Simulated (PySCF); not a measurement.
Input for PySCF: D3(BJ) and D4 dispersion corrections on CHFO (a complex), monomers drawn apart or pushed together.

```python
from pyscf import gto
from pyscf.dispersion import dftd3, dftd4

mol = gto.M(
    atom='''
    F    -0.11084606   -0.27438190   -0.45428820
    H    -0.07941079   -0.21394166    0.47618334
    C    -0.01886014   -0.09544884    2.28614262
    O     0.01837923   -0.02202826    3.40437686
    ''',
    basis='def2-svp',
    charge=0, spin=0, verbose=0, max_memory=1800)
d3, d4 = {}, {}
for xc in ['hf', 'pbe', 'blyp', 'revpbe', 'tpss', 'r2scan', 'b3lyp', 'pbe0', 'bhlyp', 'camb3lyp', 'b2plyp']:
    d3[xc] = float(dftd3.DFTD3Dispersion(mol, xc=xc, version='d3bj', atm=False).get_dispersion()['energy'])
    print(f'D3(BJ) {xc:10s} {d3[xc]:14.8f} Eh')
for xc in ['hf', 'pbe', 'blyp', 'revpbe', 'tpss', 'r2scan', 'b3lyp', 'pbe0', 'bhlyp', 'camb3lyp', 'b2plyp']:
    d4[xc] = float(dftd4.DFTD4Dispersion(mol, xc={'camb3lyp': 'cam-b3lyp'}.get(xc, xc), atm=True).get_dispersion()['energy'])
    print(f'D4     {xc:10s} {d4[xc]:14.8f} Eh')
```

The log:

```
D3(BJ) hf            -0.01075650 Eh
D3(BJ) pbe           -0.00117396 Eh
D3(BJ) blyp          -0.00244455 Eh
D3(BJ) revpbe        -0.00311683 Eh
D3(BJ) tpss          -0.00144627 Eh
D3(BJ) r2scan        -0.00031373 Eh
D3(BJ) b3lyp         -0.00197883 Eh
D3(BJ) pbe0          -0.00097922 Eh
D3(BJ) bhlyp         -0.00149135 Eh
D3(BJ) camb3lyp      -0.00083619 Eh
D3(BJ) b2plyp        -0.00087655 Eh
D4     hf            -0.00379625 Eh
D4     pbe           -0.00097923 Eh
D4     blyp          -0.00220111 Eh
D4     revpbe        -0.00348096 Eh
D4     tpss          -0.00132473 Eh
D4     r2scan        -0.00025422 Eh
D4     b3lyp         -0.00155241 Eh
D4     pbe0          -0.00081810 Eh
D4     bhlyp         -0.00104929 Eh
D4     camb3lyp      -0.00081175 Eh
D4     b2plyp        -0.00068410 Eh
```

The run finished.

Cost: very roughly 0.04 core-seconds.
